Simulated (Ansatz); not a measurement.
`CC(C)=N[SiH3]` → `CNC1C[SiH2]1`  (isomerisation)

Computed with Ansatz on PBE0-D4/def2-TZVP structures; ΔE is electronic, products minus reactants. CCSD(T)/CBS adds triple-zeta CCSD(T) − MP2 to the extrapolated MP2 energy (def2 sets, frozen cores). Functionals use def2-TZVPP. B3LYP here is the variant with VWN-RPA as its local correlation; programs differ in this. Each species was taken in one conformer, which may not be the lowest.

```json
{"level": "B3LYP-D4", "ΔE (kJ/mol)": "163.1"}
{"level": "HF/def2-TZVPP", "ΔE (kJ/mol)": "191.1"}
```

(1) What does CCSD(T)/CBS give? (Estimate.)

Largest T1 diagnostic among the species: 0.012.

Answers

(1) The calculation gave: +152.5 kJ/mol. The listed levels differ from it by 10.6, 38.6 kJ/mol.

In def2-TZVPP, CCSD(T) changes the Hartree–Fock value by −36.0 kJ/mol (the triples alone add −1.4 kJ/mol) and MP2 by −41.1 kJ/mol.
